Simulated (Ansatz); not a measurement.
One change: `N=C([SiH3])O[SiH3]` becomes `N=CC(=N)O[SiH3]`.

Ansatz, PBE0-D4/def2-TZVP geometries, multiplicity 1. Each molecule was computed in one conformer, which needn't be the lowest.

```csv
property,`N=C([SiH3])O[SiH3]`
HOMO energy (PBE0/def2-TZVPP) / eV,-7.95
LUMO energy (PBE/def2-TZVPP) / eV,-1.64
size of the dipole moment (PBE/def2-TZVPP) / D,1.32
HOMO–LUMO gap (ωB97M-V/def2-TZVPP) / eV,11.79
size of the dipole moment (ωB97M-V/def2-TZVPP) / D,1.53
LUMO energy (B3LYP/def2-TZVPP) / eV,-0.83
```

Q: Give the same properties after the change, and the shifts. (Best estimate.)

A: The calculation gave: 
```json
{"property": "HOMO energy (PBE0/def2-TZVPP) / eV", "`N=CC(=N)O[SiH3]`": "-8.22", "shift": "-0.27"}
{"property": "LUMO energy (PBE/def2-TZVPP) / eV", "`N=CC(=N)O[SiH3]`": "-2.99", "shift": "-1.35"}
{"property": "size of the dipole moment (PBE/def2-TZVPP) / D", "`N=CC(=N)O[SiH3]`": "0.72", "shift": "-0.60"}
{"property": "HOMO–LUMO gap (ωB97M-V/def2-TZVPP) / eV", "`N=CC(=N)O[SiH3]`": "10.89", "shift": "-0.90"}
{"property": "size of the dipole moment (ωB97M-V/def2-TZVPP) / D", "`N=CC(=N)O[SiH3]`": "0.67", "shift": "-0.86"}
{"property": "LUMO energy (B3LYP/def2-TZVPP) / eV", "`N=CC(=N)O[SiH3]`": "-2.21", "shift": "-1.38"}
```

With PBE0 the HOMO falls by 0.27 eV and the LUMO falls by 1.36 eV, so the gap narrows by about 1.09 eV. PBE moves the HOMO by -0.13 eV and ωB97M-V by -0.36 eV. Dipoles are sizes alone; their direction can turn.

B3LYP here is the variant with VWN-RPA as its local correlation; programs differ in this.
